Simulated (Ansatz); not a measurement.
Computed with Ansatz.

C2H8OSeSi (`CO[SiH](C)[SeH]`) at its PBE0-D4/def2-TZVP geometry, where that method's forces vanish. Charge 0, multiplicity 1.

```csv
atom,x (Å),y (Å),z (Å)
C1,0.084,-2.054,0.596
O2,0.457,-0.701,0.713
Si3,0.067,0.450,-0.387
C4,0.694,2.059,0.282
Se5,-2.196,0.622,-0.701
H6,-1.006,-2.164,0.601
H7,0.495,-2.596,1.450
H8,0.480,-2.502,-0.323
H9,0.642,0.090,-1.711
H10,0.554,2.859,-0.447
H11,0.164,2.328,1.198
H12,1.758,1.978,0.515
H13,-2.194,-0.368,-1.785
```

**Question.** For each bond, give half the difference of the two atoms' forces along it (eV/Å; positive pushes the atoms apart) under PBE-D4, r2SCAN-D4, B3LYP-D4, ωB97M-V in def2-TZVPP. (Estimate.)

**Answer.** The calculation gave: 
| bond | length (Å) | PBE-D4 | r2SCAN-D4 | B3LYP-D4 | ωB97M-V |
| --- | --- | --- | --- | --- | --- |
| C1–O2 | 1.408 | 0.24 | 0.32 | 0.30 | 0.28 |
| C1–H6 | 1.095 | 0.08 | -0.06 | -0.09 | -0.11 |
| C1–H7 | 1.091 | 0.08 | -0.07 | -0.12 | -0.11 |
| C1–H8 | 1.097 | 0.07 | -0.06 | -0.08 | -0.11 |
| O2–Si3 | 1.639 | 0.30 | -0.02 | 0.00 | 0.02 |
| Si3–C4 | 1.851 | -0.03 | -0.02 | 0.04 | 0.01 |
| Si3–Se5 | 2.291 | 0.06 | 0.04 | 0.16 | -0.02 |
| Si3–H9 | 1.488 | 0.00 | -0.04 | -0.15 | -0.16 |
| C4–H10 | 1.092 | 0.11 | -0.01 | -0.05 | -0.04 |
| C4–H11 | 1.092 | 0.10 | 0.00 | -0.04 | -0.04 |
| C4–H12 | 1.093 | 0.10 | -0.01 | -0.05 | -0.05 |
| Se5–H13 | 1.467 | 0.26 | -0.02 | 0.04 | -0.09 |

B3LYP here is the variant with VWN-RPA as its local correlation; programs differ in this.
